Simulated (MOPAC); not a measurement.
Job for MOPAC: AM1 on N2 (SMILES N#N).

```
AM1 1SCF PRECISE CHARGE=0 THREADS=1
N2

N      0.02028671 1    -0.00283959 1     2.86884325 1
N      0.03616433 1    -0.00290193 1     3.95933179 1
```

Program output:

```
*******************************************************************************
 **                                                                           **
 **                              MOPAC v23.2.5                                **
 **                                                                           **
 *******************************************************************************
 ** MOPAC's Digital Object Identifier: https://doi.org/10.5281/zenodo.6511958 **
 **                                                                           **
 ** Please cite the open-source release paper for use of this MOPAC version:  **
 ** J. E. Moussa and J. J. P. Stewart (2026)                                  **
 ** MOPAC: An open-source semiempirical molecular orbital program             **
 ** J. Open Source Softw., 11(119), 8025, https://doi.org/10.21105/joss.08025 **
 *******************************************************************************

                              AM1 CALCULATION RESULTS

 *******************************************************************************
 *  AM1        - The AM1 Hamiltonian to be used
 *
 *
 *
 *                 CHARGE ON SYSTEM = 0
 *
 *
 *
 *  PRECISE    - TIGHTER CRITERIA TO BE USED
 *  1SCF       - DO 1 SCF AND THEN STOP
 *  THREADS=1  - MULTI-THREADING NOT USED
 *  T=         - A TIME OF 172800.0 SECONDS REQUESTED
 *  DUMP=N     - RESTART FILE WRITTEN EVERY 7200.0 SECONDS REQUESTED
 *******************************************************************************
AM1 1SCF PRECISE CHARGE=0 THREADS=1
 N2

   ATOM   CHEMICAL          X               Y               Z
  NUMBER   SYMBOL      (ANGSTROMS)     (ANGSTROMS)     (ANGSTROMS)

     1       N          0.02028671  *  -0.00283959  *   2.86884325  *
     2       N          0.03616433  *  -0.00290193  *   3.95933179  *



          CARTESIAN COORDINATES

    NO.       ATOM           X           Y           Z

     1         N          0.0203     -0.0028      2.8688
     2         N          0.0362     -0.0029      3.9593

  N: (AM1): M.J.S. DEWAR ET AL, J. AM. CHEM. SOC. 107 3902-3909 (1985)

           Empirical Formula: N2  =     2 atoms



      MOLECULAR POINT GROUP   :   D*h


      RHF CALCULATION, NO. OF DOUBLY OCCUPIED LEVELS = 5


 -------------------------------------------------------------------------------
 AM1 1SCF PRECISE CHARGE=0 THREADS=1
 N2



     1SCF WAS SPECIFIED, SO BFGS WAS NOT USED
     SCF FIELD WAS ACHIEVED


                              AM1 CALCULATION
                                                       MOPAC v23.2.5 Linux




          FINAL HEAT OF FORMATION =         11.66770 KCAL/MOL =      48.81765 KJ/MOL


          COSMO AREA              =         54.66 SQUARE ANGSTROMS
          COSMO VOLUME            =         36.82 CUBIC ANGSTROMS

          IONIZATION POTENTIAL    =         14.269070 EV
          HOMO LUMO ENERGIES (EV) =        -14.269  1.135
          NO. OF FILLED LEVELS    =          5
          MOLECULAR WEIGHT        =         28.0134         POINT GROUP:  D*h

          MOLECULAR DIMENSIONS (Angstroms)

            Atom       Atom       Distance
            N     2    N     1     1.09060
            N     2    N     1     0.00000
            N     1    N     2     0.00000


          SCF CALCULATIONS        =          1





   ATOM   CHEMICAL          X               Y               Z
  NUMBER   SYMBOL      (ANGSTROMS)     (ANGSTROMS)     (ANGSTROMS)

     1       N          0.02028671  *  -0.00283959  *   2.86884325  *
     2       N          0.03616433  *  -0.00290193  *   3.95933179  *

                             CARTESIAN COORDINATES

   1    N        0.020286710    -0.002839590     2.868843250
   2    N        0.036164330    -0.002901930     3.959331790


           Empirical Formula: N2  =     2 atoms



      MOLECULAR POINT GROUP   :   D*h


                  EIGENVALUES
 -41.85279 -21.36746 -16.41193 -16.41193 -14.26907   1.13515   1.13515   6.09471


              NET ATOMIC CHARGES AND DIPOLE CONTRIBUTIONS

  ATOM NO.   TYPE          CHARGE      No. of ELECS.   s-Pop       p-Pop
    1          N          -0.000000        5.0000     1.83811     3.16189
    2          N           0.000000        5.0000     1.83811     3.16189
 DIPOLE           X         Y         Z       TOTAL
 POINT-CHG.     0.000    -0.000     0.000     0.000
 HYBRID        -0.000     0.000    -0.000     0.000
 SUM            0.000    -0.000     0.000     0.000


          ATOMIC ORBITAL ELECTRON POPULATIONS

     Atom    s        px        py        pz
    1  N   1.83811   1.00003   1.00000   1.16186
    2  N   1.83811   1.00003   1.00000   1.16186

 **********************
 *                    *
 * JOB ENDED NORMALLY *
 *                    *
 **********************




 == MOPAC DONE ==
```

The run finished.

Cost: very roughly 0.020 core-seconds.
